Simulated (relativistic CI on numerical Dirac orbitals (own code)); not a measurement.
Ni⁺ (3d9) in a crystal field

Calculated by Dirac-Coulomb-Breit CI, orbitals from a KLI potential per configuration, model QED, valence Slater integrals scaled by 0.75, one configuration in a parametric crystal field (own radial code).

Field parameters in Wybourne normalisation: D3d B²₀ = −7Dσ, B⁴₀ = −14Dq − 21Dτ, B⁴₃ = −14√(10/7) Dq; D4h B²₀ = −7Ds, B⁴₀ = 21(Dq − Dt), B⁴₄ = 21√(5/14) Dq; Oh B⁴₀ = 21Dq, B⁴₄ = √(5/14) B⁴₀. The field is a parameter set, without covalency.

S is read from ⟨S²⟩ = S(S + 1).

Powder χT (cm³ K mol⁻¹) by Van Vleck's formula, with temperature-independent terms:

```csv
Field,2 K,5 K,10 K,20 K,50 K,100 K,200 K,300 K
"D3d, 10Dq = 4250, Dσ = -80, Dτ = 140 cm⁻¹",0.27,0.281,0.3,0.338,0.444,0.544,0.604,0.63
"D3d, 10Dq = 15950, Dσ = -400, Dτ = 50 cm⁻¹",0.187,0.207,0.239,0.299,0.397,0.432,0.446,0.453
"D4h, 10Dq = 12650, Ds = 770, Dt = -540 cm⁻¹",0.438,0.438,0.438,0.439,0.441,0.445,0.452,0.458
"Oh, 10Dq = 5550 cm⁻¹",0.533,0.533,0.534,0.536,0.541,0.551,0.569,0.587
"Oh, 10Dq = 10950 cm⁻¹",0.456,0.456,0.456,0.457,0.46,0.465,0.474,0.484
"Oh, 10Dq = 11500 cm⁻¹",0.452,0.452,0.452,0.453,0.456,0.461,0.47,0.479
"Oh, 10Dq = 13450 cm⁻¹",0.441,0.441,0.441,0.442,0.444,0.448,0.456,0.464
"Oh, 10Dq = 18000 cm⁻¹",0.424,0.424,0.425,0.425,0.427,0.43,0.436,0.441
```

Task: For D3d, 10Dq = 4250, Dσ = -80, Dτ = 140 cm⁻¹: what effective moment follows at 300 K?

Result: μ_eff = √(8χT) = 2.24 μB. The ground level has S = 0.50; the spin-only moment for S = 1/2 is 1.73 μB. The difference comes from the orbital moment, spin-orbit mixing of terms and temperature-independent paramagnetism, all larger in this ionic model than in covalent complexes.
